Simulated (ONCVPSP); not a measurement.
**How hard is this gallium (Ga) ONCV potential?**

* Element: gallium (Ga)
* Generator: ONCVPSP 4.0.1
* Type: optimised norm-conserving Vanderbilt (ONCV)
* Functional: PBE
* Relativity: scalar-relativistic
* Frozen core: [Ne]
* Valence charge: 21
* Reference configuration: 3s2 3p6 3d10 4s2 4p0.5 (charge +0.5)
* Partial waves: 3s+4s: rc 1.25 bohr, ncon 4, nbas 8, qcut 9.9 1/bohr, 2 projectors; 3p+4p: rc 1.05 bohr, ncon 4, nbas 8, qcut 11.3 1/bohr, 2 projectors; 3d: rc 0.70 bohr, ncon 4, nbas 8, qcut 15.5 1/bohr, 2 projectors, debl 2.3 Ha
* Local potential: polynomial inside 0.60 bohr (lpopt 5, dvloc0 4 Ha)
* Core correction: Teter function, fcfact 4.5, rcfact 1.3

For each optimised wave give the share of its norm inside rc, the residual kinetic energy above qcut (Ha) and the cutoffs (Ha) for errors of 10, 1, 0.1 and 0.01 mHa per electron.

| wave | norm inside rc | residual KE | 10 mHa | 1 mHa | 0.1 mHa | 0.01 mHa |
| --- | --- | --- | --- | --- | --- | --- |
| 3s | 0.978 | 1.1e-06 | 15.3 | 19.7 | 35.5 | 42.6 |
| 4s | 0.079 | 4.3e-06 | 11.8 | 19.4 | 37.8 | 45.6 |
| 3p | 0.902 | 2.4e-05 | 41.6 | 51.2 | 59.1 | 85.2 |
| 4p | 0.020 | 1.8e-06 | 27.6 | 40.1 | 50.3 | 58.7 |
| 3d | 0.497 | 7.2e-03 | 116.7 | 397.9 | 491.9 | 664.4 |
| d projector 2 | 0.079 | 2.1e-03 | 103.6 | 128.6 | 293.3 | 602.5 |

The occupied waves need 398 Ha and 492 Ha for 1 and 0.1 mHa.
